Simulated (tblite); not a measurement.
Record of a relaxation.

C4H5N2O3 (doublet state).
SMILES with atom numbers: `[CH3:1][O:2][c:3]1[n:4][o:5][c:6]([CH2:7][O:8])[n:9]1` (hydrogens: H10, H11, H12 on C1; H13, H14 on C7)
Bond orders are those of one Lewis drawing.

Computed with GFN2-xTB (tblite), gas phase: L-BFGS steps from a force-field or distance-geometry start until the largest atomic force falls under 0.01 eV/Å. 13 of its 108 geometries are shown.

Step 0: E = -789.1349 eV, largest atomic force 3.531 eV/Å
```
atom  x, y, z in Å  |  force x, y, z in eV/Å
C1     -2.642    0.165   -0.603    1.029   0.516   0.095
O2     -2.155   -0.900    0.198    3.330  -0.649   0.977
C3     -0.752   -0.859    0.442   -1.230   0.499  -0.713
N4     -0.006   -1.690    1.135   -1.779  -1.619   0.806
O5      1.243   -1.282    1.110    1.355  -0.438   0.465
C6      1.340   -0.187    0.389   -3.417   0.064  -0.648
C7      2.508    0.649    0.053    1.493  -0.048  -1.892
O8      3.163    0.276   -1.114   -1.132   0.538   2.080
N9      0.092    0.091   -0.033    0.709   1.570  -0.797
H10    -3.722    0.044   -0.839    0.982  -0.148   0.395
H11    -1.997    0.180   -1.500   -0.617   0.218  -0.063
H12    -2.414    1.085   -0.025   -0.579  -0.081  -0.500
H13     2.097    1.680   -0.128    0.208  -0.320   0.086
H14     3.245    0.747    0.891   -0.351  -0.101  -0.290
```

Step 9: E = -789.9510 eV, largest atomic force 0.141 eV/Å
```
atom  x, y, z in Å  |  force x, y, z in eV/Å
C1     -2.542    0.172   -0.582   -0.050  -0.089   0.043
O2     -2.031   -0.895    0.212    0.127   0.061   0.005
C3     -0.740   -0.833    0.425    0.074   0.002   0.001
N4     -0.065   -1.705    1.132    0.087  -0.041   0.026
O5      1.231   -1.275    1.088   -0.102   0.029  -0.067
C6      1.244   -0.167    0.355    0.006   0.069  -0.024
C7      2.481    0.626    0.014   -0.058  -0.011   0.055
O8      3.124    0.244   -1.057    0.043  -0.053  -0.020
N9      0.061    0.160   -0.070   -0.039   0.016   0.008
H10    -3.590   -0.065   -0.732   -0.100   0.015  -0.040
H11    -2.018    0.222   -1.540   -0.025   0.038   0.056
H12    -2.439    1.123   -0.054    0.021  -0.020  -0.060
H13     2.120    1.679   -0.107    0.044   0.051  -0.043
H14     3.163    0.713    0.893   -0.026  -0.067   0.060
```

Step 18: E = -789.9646 eV, largest atomic force 0.155 eV/Å
```
atom  x, y, z in Å  |  force x, y, z in eV/Å
C1     -2.560    0.155   -0.572   -0.030  -0.026   0.003
O2     -2.030   -0.901    0.224    0.051   0.113  -0.060
C3     -0.738   -0.824    0.423    0.070   0.014  -0.011
N4     -0.040   -1.699    1.104    0.008   0.004   0.012
O5      1.246   -1.248    1.049   -0.148  -0.010  -0.046
C6      1.231   -0.126    0.337    0.004   0.003  -0.019
C7      2.489    0.634    0.018   -0.046  -0.048   0.037
O8      3.154    0.202   -1.023    0.068  -0.018  -0.004
N9      0.040    0.193   -0.066   -0.012  -0.020   0.018
H10    -3.609   -0.081   -0.722   -0.063  -0.039   0.021
H11    -2.046    0.212   -1.534    0.002  -0.020   0.036
H12    -2.459    1.116   -0.061    0.011  -0.037   0.011
H13     2.192    1.702   -0.130    0.041   0.019   0.031
H14     3.130    0.666    0.932    0.042   0.066  -0.029
```

Step 27: E = -789.9707 eV, largest atomic force 0.100 eV/Å
```
atom  x, y, z in Å  |  force x, y, z in eV/Å
C1     -2.586    0.145   -0.568   -0.011   0.016  -0.010
O2     -2.032   -0.897    0.226    0.039   0.083  -0.040
C3     -0.739   -0.805    0.412    0.054  -0.018  -0.015
N4     -0.041   -1.690    1.079    0.050  -0.009   0.016
O5      1.243   -1.244    1.020   -0.019   0.007   0.000
C6      1.231   -0.110    0.324    0.001  -0.007   0.002
C7      2.507    0.632    0.021   -0.049  -0.037   0.042
O8      3.197    0.169   -0.989    0.023   0.018   0.002
N9      0.038    0.217   -0.069    0.000  -0.019   0.020
H10    -3.635   -0.108   -0.700   -0.015  -0.001   0.008
H11    -2.079    0.202   -1.533   -0.033  -0.010   0.000
H12    -2.484    1.108   -0.062   -0.030  -0.007   0.006
H13     2.247    1.709   -0.130   -0.011  -0.020  -0.030
H14     3.133    0.671    0.948    0.001   0.004  -0.002
```

Step 36: E = -789.9743 eV, largest atomic force 0.022 eV/Å
```
atom  x, y, z in Å  |  force x, y, z in eV/Å
C1     -2.612    0.147   -0.567    0.003  -0.001   0.004
O2     -2.021   -0.882    0.218    0.003   0.015  -0.011
C3     -0.727   -0.793    0.398    0.006  -0.009  -0.001
N4     -0.036   -1.688    1.060    0.010  -0.002   0.009
O5      1.249   -1.250    1.009   -0.013   0.002  -0.010
C6      1.246   -0.111    0.322   -0.008  -0.004  -0.015
C7      2.526    0.627    0.032   -0.011  -0.012   0.007
O8      3.239    0.151   -0.956    0.019  -0.009   0.000
N9      0.056    0.228   -0.072   -0.013  -0.008   0.003
H10    -3.658   -0.132   -0.671    0.005   0.007  -0.002
H11    -2.133    0.207   -1.546   -0.006   0.006   0.012
H12    -2.526    1.114   -0.067    0.014  -0.011   0.002
H13     2.263    1.698   -0.150   -0.010   0.005  -0.008
H14     3.133    0.684    0.969    0.001   0.020   0.010
```

Step 45: E = -789.9784 eV, largest atomic force 0.092 eV/Å
```
atom  x, y, z in Å  |  force x, y, z in eV/Å
C1     -2.618    0.157   -0.549    0.004  -0.006   0.012
O2     -2.017   -0.900    0.191    0.023   0.082  -0.017
C3     -0.725   -0.805    0.382    0.039  -0.005  -0.055
N4     -0.032   -1.698    1.048    0.014  -0.029  -0.059
O5      1.256   -1.270    0.975   -0.046   0.006   0.024
C6      1.252   -0.132    0.286    0.016   0.001   0.021
C7      2.530    0.624    0.031   -0.015  -0.002  -0.005
O8      3.352    0.117   -0.852   -0.047  -0.044   0.056
N9      0.059    0.214   -0.092    0.018  -0.018  -0.018
H10    -3.670   -0.109   -0.627    0.012   0.033   0.017
H11    -2.178    0.245   -1.546    0.031  -0.049   0.072
H12    -2.499    1.110   -0.026   -0.021  -0.029  -0.012
H13     2.243    1.665   -0.255   -0.024   0.044  -0.010
H14     3.047    0.782    1.013   -0.004   0.016  -0.028
```

Step 54: E = -789.9921 eV, largest atomic force 0.148 eV/Å
```
atom  x, y, z in Å  |  force x, y, z in eV/Å
C1     -2.619    0.180   -0.505   -0.001   0.015   0.008
O2     -2.005   -0.919    0.151   -0.023  -0.040   0.025
C3     -0.709   -0.835    0.316   -0.029  -0.027   0.031
N4     -0.022   -1.735    0.981   -0.001  -0.051  -0.033
O5      1.262   -1.306    0.920    0.020  -0.021  -0.019
C6      1.265   -0.166    0.238   -0.003   0.026   0.036
C7      2.521    0.629    0.029    0.085   0.006   0.014
O8      3.517    0.043   -0.583   -0.123   0.076   0.031
N9      0.074    0.184   -0.151   -0.020  -0.007   0.032
H10    -3.683   -0.044   -0.533    0.011  -0.030  -0.010
H11    -2.224    0.291   -1.516   -0.001   0.032  -0.017
H12    -2.444    1.100    0.055    0.007   0.057  -0.027
H13     2.211    1.588   -0.462    0.094  -0.082  -0.017
H14     2.855    0.989    1.039   -0.015   0.047  -0.056
```

Step 62: E = -790.0064 eV, largest atomic force 0.606 eV/Å
```
atom  x, y, z in Å  |  force x, y, z in eV/Å
C1     -2.610    0.205   -0.457   -0.029   0.053   0.039
O2     -2.003   -0.937    0.128   -0.030  -0.104  -0.044
C3     -0.702   -0.876    0.265   -0.009  -0.027   0.044
N4      0.004   -1.831    0.838   -0.072   0.077  -0.092
O5      1.280   -1.383    0.799    0.006   0.149   0.006
C6      1.262   -0.179    0.230    0.076  -0.038  -0.078
C7      2.506    0.636    0.054    0.389   0.048  -0.064
O8      3.619   -0.014   -0.201   -0.447   0.384   0.141
N9      0.062    0.183   -0.131    0.015  -0.018   0.169
H10    -3.683    0.024   -0.434    0.050  -0.066  -0.059
H11    -2.258    0.349   -1.482   -0.045  -0.009   0.065
H12    -2.378    1.094    0.132    0.031   0.083  -0.033
H13     2.283    1.421   -0.731    0.079  -0.274   0.217
H14     2.619    1.306    0.968   -0.015  -0.257  -0.310
```

Step 71: E = -790.0239 eV, largest atomic force 0.186 eV/Å
```
atom  x, y, z in Å  |  force x, y, z in eV/Å
C1     -2.622    0.209   -0.449   -0.001  -0.005  -0.006
O2     -1.998   -0.936    0.116   -0.012   0.012   0.042
C3     -0.700   -0.862    0.274    0.005  -0.026  -0.026
N4      0.010   -1.849    0.781   -0.018   0.040  -0.018
O5      1.287   -1.402    0.753   -0.011   0.026  -0.019
C6      1.269   -0.175    0.243    0.005  -0.005   0.002
C7      2.517    0.632    0.058    0.115  -0.005   0.001
O8      3.641   -0.010   -0.110   -0.130   0.128   0.034
N9      0.062    0.218   -0.064    0.001  -0.042  -0.004
H10    -3.689    0.005   -0.425   -0.001   0.002   0.022
H11    -2.292    0.356   -1.479    0.029   0.014  -0.007
H12    -2.388    1.105    0.131   -0.010  -0.013  -0.005
H13     2.316    1.360   -0.773    0.025  -0.068   0.046
H14     2.587    1.350    0.923    0.003  -0.059  -0.064
```

Step 80: E = -790.0275 eV, largest atomic force 0.087 eV/Å
```
atom  x, y, z in Å  |  force x, y, z in eV/Å
C1     -2.614    0.217   -0.435    0.000   0.015   0.015
O2     -2.002   -0.936    0.124   -0.005   0.000   0.009
C3     -0.701   -0.872    0.265    0.001  -0.022  -0.034
N4      0.014   -1.874    0.736   -0.015   0.027   0.042
O5      1.290   -1.422    0.717    0.004  -0.012  -0.037
C6      1.268   -0.184    0.238    0.012  -0.004   0.024
C7      2.510    0.634    0.065    0.065  -0.020  -0.005
O8      3.656    0.018   -0.006   -0.071   0.040   0.030
N9      0.059    0.215   -0.053    0.015  -0.029   0.002
H10    -3.685    0.027   -0.408    0.009  -0.015  -0.024
H11    -2.276    0.369   -1.462   -0.025   0.000  -0.003
H12    -2.373    1.106    0.150    0.005   0.017   0.017
H13     2.333    1.287   -0.828    0.020   0.034   0.014
H14     2.519    1.414    0.875   -0.014  -0.029  -0.052
```

Step 89: E = -790.0308 eV, largest atomic force 0.026 eV/Å
```
atom  x, y, z in Å  |  force x, y, z in eV/Å
C1     -2.615    0.229   -0.412   -0.002  -0.004   0.001
O2     -2.002   -0.928    0.138    0.001  -0.017  -0.019
C3     -0.698   -0.879    0.253   -0.002  -0.004  -0.010
N4      0.018   -1.894    0.695   -0.001   0.009   0.009
O5      1.296   -1.450    0.665   -0.001   0.010  -0.002
C6      1.275   -0.201    0.213    0.000   0.008   0.006
C7      2.510    0.632    0.067    0.019  -0.007   0.000
O8      3.673    0.053    0.129   -0.022   0.008   0.008
N9      0.064    0.208   -0.057   -0.003   0.000  -0.003
H10    -3.684    0.034   -0.391   -0.002   0.002   0.012
H11    -2.281    0.387   -1.440    0.007   0.008   0.004
H12    -2.374    1.114    0.179   -0.007  -0.002   0.004
H13     2.389    1.228   -0.875    0.003  -0.007  -0.001
H14     2.428    1.467    0.815    0.010  -0.006  -0.009
```

Step 98: E = -790.0325 eV, largest atomic force 0.054 eV/Å
```
atom  x, y, z in Å  |  force x, y, z in eV/Å
C1     -2.623    0.233   -0.393   -0.001  -0.004  -0.004
O2     -1.999   -0.937    0.115   -0.003  -0.004   0.009
C3     -0.695   -0.882    0.232   -0.002   0.000  -0.014
N4      0.025   -1.905    0.650    0.003  -0.007  -0.013
O5      1.301   -1.456    0.627   -0.002   0.010   0.025
C6      1.275   -0.197    0.204   -0.002   0.016   0.014
C7      2.514    0.635    0.075    0.040  -0.036   0.005
O8      3.668    0.066    0.264   -0.005   0.015  -0.003
N9      0.062    0.212   -0.057   -0.008   0.021  -0.012
H10    -3.691    0.030   -0.366   -0.003   0.000   0.006
H11    -2.300    0.424   -1.419    0.006   0.014  -0.003
H12    -2.383    1.103    0.222    0.004  -0.015   0.005
H13     2.463    1.148   -0.921   -0.012   0.004   0.012
H14     2.384    1.527    0.745   -0.015  -0.014  -0.026
```

Step 107: E = -790.0336 eV, largest atomic force 0.008 eV/Å
```
atom  x, y, z in Å  |  force x, y, z in eV/Å
C1     -2.623    0.239   -0.377    0.001   0.000   0.000
O2     -1.996   -0.948    0.085    0.003   0.004   0.000
C3     -0.693   -0.892    0.208    0.002   0.003   0.006
N4      0.026   -1.915    0.627    0.001   0.001  -0.003
O5      1.301   -1.460    0.623   -0.001   0.001  -0.004
C6      1.276   -0.200    0.205   -0.001   0.002   0.001
C7      2.513    0.633    0.076    0.001   0.001   0.005
O8      3.663    0.097    0.361   -0.003   0.001  -0.005
N9      0.064    0.207   -0.067    0.000   0.001  -0.001
H10    -3.691    0.036   -0.352    0.000   0.000  -0.003
H11    -2.304    0.472   -1.396    0.003  -0.001   0.004
H12    -2.379    1.083    0.272   -0.004  -0.003   0.000
H13     2.505    1.076   -0.955   -0.001  -0.007   0.004
H14     2.337    1.570    0.669   -0.002  -0.001  -0.002
```

Problem. Summarise the path.

Solution. The energy falls by 86.72 kJ/mol from step 0 to step 107; nine tenths of that is first reached at step 8. It rises by more than 0.2 meV at steps 49, 51 and 65. The largest force goes from 3.531 to 0.008 eV/Å. Among the bonds O2–C3 changes most, from 1.425 to 1.310 Å; the atoms move by 0.679 Å rms after alignment.

What follows is the cost of the whole relaxation. Time: 0.69 s wall. Hardware: one thread, Arm Neoverse V1 (aarch64), shared host.
